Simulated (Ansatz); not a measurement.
Basis-set extrapolation for CH$_{7}$ClO$_{2}$Si$_{2}$, SMILES `CO[SiH](Cl)O[SiH3]` (PBE0-D4/def2-TZVP geometry, frozen core, the Gaussian-basis code of Ansatz). Multiplicity 1, RHF reference.

```json
{"": "HF", "def2-TZVPP": "-1229.358021", "def2-QZVPP": "-1229.399612"}
{"": "MP2 correlation", "def2-TZVPP": "-1.071385", "def2-QZVPP": "-1.159836"}
{"": "CCSD(T) correlation", "def2-TZVPP": "-1.171724", "def2-QZVPP": "not run"}
```

Energies in hartree. Use E(X) = E(∞) + A·exp(−7.88·√X) for Hartree–Fock and E(X) = E(∞) + B·X^(−2.97) for correlation, with X = 3 and 4, and add CCSD(T) minus MP2 of the smaller set to the MP2 limit.

Task: What is the CCSD(T) energy at the basis-set limit?

Result: HF limit: -1229.399612 + (-0.041591) × 0.13774 = -1229.40534. MP2 limit: -1.159836 + (-0.088451) × 0.74074 = -1.22536. Higher-order term: -1.171724 − (-1.071385) = -0.10034. Total: -1230.73104 hartree, 126.3 kcal/mol below CCSD(T)/def2-TZVPP.
